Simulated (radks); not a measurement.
The numbers below are computed, except where a source is named.
Neutral rubidium, configuration [Kr] 5s1 (the NIST ground configuration).

Level of theory: scalar-relativistic Kohn-Sham, r2SCAN, spin-polarised, spherical densities, finite nucleus; open shells are filled with parallel spins first (spin-orbit coupling, left out, can overturn this in heavy ions); meta-GGA in the generalised Kohn-Sham scheme; Fermi nuclear charge, rms radius 4.2036 fm (a radial shooting solver on a logarithmic mesh with Libxc functionals).

Energy parts (eV):
| part | energy |
|---|---|
| total | -81135.718 |
| kinetic | 83098.103 |
| electron-nucleus | -195527.168 |
| Hartree | 34044.413 |
| exchange-correlation | -2751.066 |

Orbitals (lengths in bohr, moments of r in powers of bohr; r(max) is where P^2 peaks; r(90%) holds 90 % of the orbital's charge):
| orbital | occ. | eigenvalue (eV) | <r> | r(max) | <r^4> | r(90%) |
|---|---|---|---|---|---|---|
| 1s up | 1 | -15070.92 | 0.04030 | 0.02629 | 0.00001237 | 0.0721 |
| 1s down | 1 | -15070.92 | 0.04030 | 0.02629 | 0.00001237 | 0.0721 |
| 2s up | 1 | -2023.473 | 0.1777 | 0.1494 | 0.002398 | 0.275 |
| 2s down | 1 | -2023.469 | 0.1777 | 0.1494 | 0.002398 | 0.275 |
| 2p up | 3 | -1791.516 | 0.1551 | 0.1197 | 0.001735 | 0.253 |
| 2p down | 3 | -1791.511 | 0.1551 | 0.1197 | 0.001735 | 0.253 |
| 3s up | 1 | -304.9265 | 0.5094 | 0.4502 | 0.1398 | 0.756 |
| 3s down | 1 | -304.9165 | 0.5094 | 0.4502 | 0.1398 | 0.756 |
| 3p up | 3 | -229.6665 | 0.5180 | 0.4462 | 0.1644 | 0.787 |
| 3p down | 3 | -229.6554 | 0.5180 | 0.4462 | 0.1643 | 0.787 |
| 3d up | 5 | -105.6970 | 0.5253 | 0.3946 | 0.2387 | 0.854 |
| 3d down | 5 | -105.6835 | 0.5253 | 0.3946 | 0.2386 | 0.854 |
| 4s up | 1 | -33.0331 | 1.461 | 1.262 | 9.357 | 2.16 |
| 4s down | 1 | -32.9912 | 1.462 | 1.262 | 9.407 | 2.16 |
| 4p up | 3 | -16.5407 | 1.726 | 1.427 | 20.84 | 2.61 |
| 4p down | 3 | -16.4920 | 1.719 | 1.428 | 19.83 | 2.60 |
| 5s up | 1 | -2.4952 | 5.219 | 4.407 | 1521 | 7.75 |

The highest occupied level is 5s up at -2.495 eV. For comparison, the ionisation energy in NIST's Atomic Spectra Database is 4.177 eV (measured). In exact Kohn-Sham theory the highest level is minus the ionisation energy, but local and semilocal functionals leave it too shallow, through self-interaction and a potential that decays too fast; potentials with the right tail come closer. Summed over all electrons, <r^2> = 62.63 bohr^2, which gives a Langevin (diamagnetic) susceptibility term of -49.6 x 10^-6 cm^3/mol.
